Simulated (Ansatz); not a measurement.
A CCSD(T) single point on C2H5BrSi, SMILES `CC[Si]Br`.

```yaml
crystal:
  periodic: [false, false, false]
  atoms:
    - {symbol: C, position_ang: [0.085148, 0.945053, -0.004187]}
    - {symbol: C, position_ang: [-0.334398, -0.397674, 0.566231]}
    - {symbol: Si, position_ang: [0.006286, -2.061614, -0.269122]}
    - {symbol: Br, position_ang: [1.086338, -1.428747, -2.153577]}
    - {symbol: H, position_ang: [-0.360495, 1.113697, -0.986263]}
    - {symbol: H, position_ang: [-0.215826, 1.769383, 0.647656]}
    - {symbol: H, position_ang: [1.167645, 0.998142, -0.134467]}
    - {symbol: H, position_ang: [0.077748, -0.548463, 1.578762]}
    - {symbol: H, position_ang: [-1.424047, -0.436077, 0.737866]}
basis:
  gaussian: {orbitals: def2-TZVPP}
correlation: {method: ccsd_t}
output: {orbitals: {seedname: orbitals}}
```

```sh
$ ansatz run in.yaml --threads 4 --pin off --events-out ev --progress --plain --max-ram 10444MiB
```

Log, shortened:

```
Functional definition: HF
1328 factors; integrals over basis functions are off by at most 1.1e-3 eV
mean field evaluation 1: about -79999.2678 eV, gradient 3.3e1 eV
mean field evaluation 2: about -79999.4600 eV, gradient 3.3e1 eV
mean field evaluation 4: about -80002.5158 eV, gradient 3.3e0 eV
mean field evaluation 8: about -80002.5794 eV, gradient 2.6e-1 eV
mean field -80002.57985223 eV, -2940.0405818732 hartree, gradient 7.7e-6 eV, S^2 0.000000; 0 other end points of the search recorded, 0 dependent functions left out; unrestricted orbitals would lower it
16 core orbitals not correlated: weight in the atoms' cores, before any rotation towards them, 1.000 or more for the frozen orbitals, at most 0.000 for the correlated occupied ones
reference -80002.57985223 eV, -2940.0405818732 hartree; 17, 17 occupied and 189, 189 virtual orbitals, 1328 factors
second order -19.81079922 eV of doubles, -0.00000000 eV of singles
cycle   1  -20.32779657 eV  change   -5.2e-1 eV  update   9.7e-2
cycle   2  -20.84636820 eV  change   -5.2e-1 eV  update   3.1e-2
cycle   3  -20.93038002 eV  change   -8.4e-2 eV  update   1.6e-2
cycle   4  -20.91499463 eV  change    1.5e-2 eV  update   4.7e-3
cycle   5  -20.91496625 eV  change    2.8e-5 eV  update   2.1e-3
cycle   6  -20.91515437 eV  change   -1.9e-4 eV  update   6.4e-4
cycle   7  -20.91483331 eV  change    3.2e-4 eV  update   2.3e-4
cycle   8  -20.91491780 eV  change   -8.4e-5 eV  update   8.2e-5
cycle   9  -20.91493562 eV  change   -1.8e-5 eV  update   3.1e-5
perturbative correction -0.83335214 eV, -0.0306251263 hartree
Total energy: -80024.32813999 eV, -2940.8398167068 hartree
```

Hardware: 4 threads of an Intel Xeon 6975P-C on a shared host. Wall time 24 s, peak host memory 3.8 GiB.

The correlation energy is -21.748 eV, 3.8 % of it from (T); the T1 diagnostic reads 0.0107.
